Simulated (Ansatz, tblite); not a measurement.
Cost and result up the ladder for the cluster Pd₃H₂⁻ (5 atoms). Total charge -1; doublet. Geometry: PBE-D4/def2-TZVPD.

```xyz
5

Pd   -0.640   -0.081   -0.634
Pd    1.898   -0.408    0.349
Pd    0.200    1.246    1.356
H    -2.133    0.511   -0.753
H     0.675   -1.268   -0.318
```

Ansatz on 4 threads of Arm Neoverse V1 on a shared host; xTB runs through tblite on one thread. Times are rough, summed over both states, and most runs start from the orbitals of an earlier one. RPA@PBE/def2-TZVPD serves as the yardstick here, not as an exact answer. The other state is a quartet at its own geometry.

In the def2 sets Pd takes a core potential; there is no spin–orbit coupling. The xTB rows come from tblite. Correlated methods freeze no core orbitals; core or outer-core shells of Pd are correlated, in sets that lack core-valence functions. HOMO above LUMO, or a gap near zero within one spin, warns that the state may not be the lowest or that an electron is smeared out. Another isomer (doublet) lies 0.03 eV lower at PBE0-D4/def2-TZVPD.

Run but left out: HF/STO-3G, HF/def2-SVPD, HF/def2-TZVPD, B2PLYP/def2-TZVPD, MP2/def2-SVPD, MP2/def2-TZVPD, CCSD/def2-SVPD, CCSD(T)/def2-SVPD (doublet: ⟨S²⟩ 0.97 to 4.58, where a pure state has 0.75); LDA (SPW92)/def2-TZVPD (quartet: an occupied level 0.07 eV above an empty one).

Correlated methods converge slowly with the basis.

xTB has no spin-polarisation term.

| level | functions | quartet − doublet (eV) | difference from RPA@PBE/def2-TZVPD (eV) | remarks |
| --- | --- | --- | --- | --- |
| GFN2-xTB | 29 | 0.61 | 0.29 | – |
| r2SCAN-D4/def2-TZVPD | 138 | 0.66 | 0.33 | HOMO above zero (doublet), HOMO above zero (quartet) |
| RPA@PBE/def2-TZVPD | 138 | 0.33 | 0.00 | – |
| PBE-D4/def2-TZVPD (with forces) | 138 | 0.76 | 0.43 | HOMO above zero (doublet), HOMO above zero (quartet), gap within one spin near zero (quartet) |
| PBE0-D4/def2-TZVPD | 138 | 0.82 | 0.49 | – |
| GFN1-xTB | 31 | 2.02 | 1.69 | – |
| r2SCAN0-D4/def2-TZVPD | 138 | 0.66 | 0.33 | spin-contaminated (⟨S²⟩ 0.84) (doublet) |
| revPBE-D4/def2-TZVPD | 138 | 0.77 | 0.44 | HOMO above zero (doublet), HOMO above zero (quartet), gap within one spin near zero (quartet) |
| ωB97M-V/def2-TZVPD | 138 | 0.84 | 0.51 | spin-contaminated (⟨S²⟩ 0.85) (doublet) |

Q: Estimate how long each takes.

A: GFN1-xTB 0.007 s; GFN2-xTB 0.009 s; PBE-D4/def2-TZVPD (with forces) 15 s; revPBE-D4/def2-TZVPD 15 s; PBE0-D4/def2-TZVPD 15 s; RPA@PBE/def2-TZVPD 22 s; r2SCAN-D4/def2-TZVPD 33 s; r2SCAN0-D4/def2-TZVPD 46 s; ωB97M-V/def2-TZVPD 1.9 min. On shared hardware such times vary by a factor of up to 3.
